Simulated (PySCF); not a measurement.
Spectrum to structure. Level of theory: TDDFT CAM-B3LYP/def2-SVPD, vertical, gas phase, core orbitals frozen in the response in PySCF 2.14.0, density-fitted response routines. Geometries: GFN2-xTB, one conformer each.

| state | λ (nm) | f |
| --- | --- | --- |
| S1 | 191.3 | 0.127 |
| S2 | 179.1 | 0.015 |
| S3 | 172.7 | 0.037 |
| S4 | 164.7 | 0.012 |
| S5 | 160.4 | 0.0054 |
| S6 | 155.7 | 0.020 |
| S7 | 153.1 | 0.026 |
| S8 | 151.1 | 0.025 |

Triplets computed (Tamm–Dancoff): 4.16, 6.81, 6.83 eV.

Task: Which structure fits? All have the formula C6H7F.
A. `C=C1C(F)=C1CC`
B. `C=C=C(C)C(=C)F`
C. `C1C=C[C@@H]2C[C@@]21F`
D. `C#CC(F)=C(C)C`

Result: C. Its S1, at 6.48 eV, is the highest among the candidates; the nearest of the others has S1 at 5.60 eV. S1 is HOMO→LUMO (90%). Löwdin shares by element: HOMO carbon 76% or more (atoms not listed hold the other 24%); LUMO carbon 67% or more (atoms not listed hold the other 33%). At the same level the other candidates give, for their lowest levels:
- `C=C=C(C)C(=C)F`: 221 nm (f 0.001); 212 nm (f 0.003); 210 nm (f 0.776); 189 nm (f 0.008); 171 nm (f 0.002); T1 3.44 eV; HOMO -8.08, LUMO 0.24 eV
- `C#CC(F)=C(C)C`: 225 nm (f 0.000); 219 nm (f 0.383); 202 nm (f 0.000); 191 nm (f 0.009); 172 nm (f 0.291); T1 3.47 eV; HOMO -8.02, LUMO 0.38 eV
- `C=C1C(F)=C1CC`: 236 nm (f 0.014); 232 nm (f 0.061); 190 nm (f 0.024); 183 nm (f 0.043); 176 nm (f 0.265); T1 3.97 eV; HOMO -7.34, LUMO 0.82 eV
